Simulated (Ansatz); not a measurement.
The free Pd atom, lowest solution found in each spin (singlets restricted, other states unrestricted); no spin–orbit coupling, and no relativity up to Kr.

| level | energy of multiplicity 3 less that of multiplicity 1 (eV) | cost |
|---|---|---|
| SVWN5/def2-TZVPP | 0.889 | ×0.5 |
| PBE/def2-TZVPP | 0.729 | ×1 |
| r2SCAN/def2-TZVPP | 0.498 | ×2 |
| B97M-V/def2-TZVPP | 0.417 | ×2 |
| B3LYP/def2-TZVPP | 0.687 | ×1 |
| PBE0/def2-SVP | 0.727 | ×0.6 |
| PBE0/def2-TZVPP | 0.684 | ×0.8 |
| BHLYP/def2-TZVPP | 0.579 | ×0.8 |
| CAM-B3LYP/def2-TZVPP | 0.735 | ×0.6 |
| wB97X-V/def2-TZVPP | 0.953 | ×3 |
| wB97M-V/def2-TZVPP | 1.022 | ×2 |
| B2PLYP/def2-TZVPP | 0.798 | ×2 |
| CCSD/def2-TZVPP | 0.656 | - |
| CCSD/def2-QZVPP | 0.713 | - |
| CCSD(T)/def2-TZVPP | 0.721 | ×2 |
| CCSD(T)/def2-QZVPP | 0.822 | ×6 |
| CCSD(T)/CBS(def2-TZVPP, def2-QZVPP) | 0.878 | ×8 |

The rows run from 0.417 (B97M-V/def2-TZVPP) to 1.022 eV (wB97M-V/def2-TZVPP). From def2-TZVPP to def2-QZVPP CCSD(T) changes by 0.101. The 11 functionals in def2-TZVPP without D3 or D4 span 0.605, from B97M-V to wB97M-V.

Correlated levels freeze the inner cores; with def2 sets outer-core shells near the valence are correlated too. CBS: X⁻³ extrapolation of the correlation energy, Hartree–Fock from the larger set.

The values were computed with Ansatz (an electronic-structure program).  In def2 rows elements past Kr take small-core potentials, without spin–orbit coupling.

Costs are rough ratios of core time to PBE/def2-TZVPP (about 21 s over the structures, on one shared machine); a dash marks a level with no comparable run of its own.
